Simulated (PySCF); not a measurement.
PySCF 2.14 output of an unrestricted M06-2X calculation on a single atom or ion in ANO-RCC-VTZP (8s7p5d3f2g1h, 104 functions), with the spin-free X2C one-electron Hamiltonian (Gaussian nucleus):

```
SCF conv_tol = 1e-09
number electrons alpha = 31  beta = 28
    Y. Zhao and D. G. Truhlar.,  Theor. Chem. Acc. 120, 215 (2008)
    Y. Zhao and D. G. Truhlar.,  Theor. Chem. Acc. 120, 215 (2008)
cycle= 1 E= -9237.04495460943  delta_E= -0.0107  |g|= 0.0207  |ddm|= 0.162
cycle= 2 E= -9237.04532393772  delta_E= -0.000369  |g|= 0.00674  |ddm|= 0.0297
cycle= 3 E= -9237.04534758894  delta_E= -2.37e-05  |g|= 0.00436  |ddm|= 0.0084
cycle= 4 E= -9237.04535180923  delta_E= -4.22e-06  |g|= 0.00107  |ddm|= 0.00227
cycle= 5 E= -9237.04535216118  delta_E= -3.52e-07  |g|= 7.82e-05  |ddm|= 0.000962
cycle= 6 E= -9237.04535218914  delta_E= -2.8e-08  |g|= 3.84e-05  |ddm|= 0.000433
cycle= 7 E= -9237.04535220403  delta_E= -1.49e-08  |g|= 1.81e-05  |ddm|= 0.000447
cycle= 8 E= -9237.04535220812  delta_E= -4.09e-09  |g|= 1.18e-05  |ddm|= 0.00025
cycle= 9 E= -9237.04535220984  delta_E= -1.73e-09  |g|= 8.17e-06  |ddm|= 0.000187
cycle= 10 E= -9237.04535221044  delta_E= -5.98e-10  |g|= 6.8e-06  |ddm|= 9.68e-05
converged SCF energy = -9237.04535221044  <S^2> = 3.7519266  2S+1 = 4.0009632
```

The run itself started from symmetry-adapted Hartree-Fock orbitals and held the occupation by maximum overlap, on a logarithmic radial grid, so the iterations belong to that start.

Task: Which element, charge and spin multiplicity is this?

Result: Pr (praseodymium, neutral), multiplicity 4; the state was [Xe] 4f3 6s2, one real determinant.

⟨L²⟩ = 34.01 against 42 for a pure I term, so this real determinant mixes terms. Spin-orbit coupling, absent here, splits the open shell strongly.
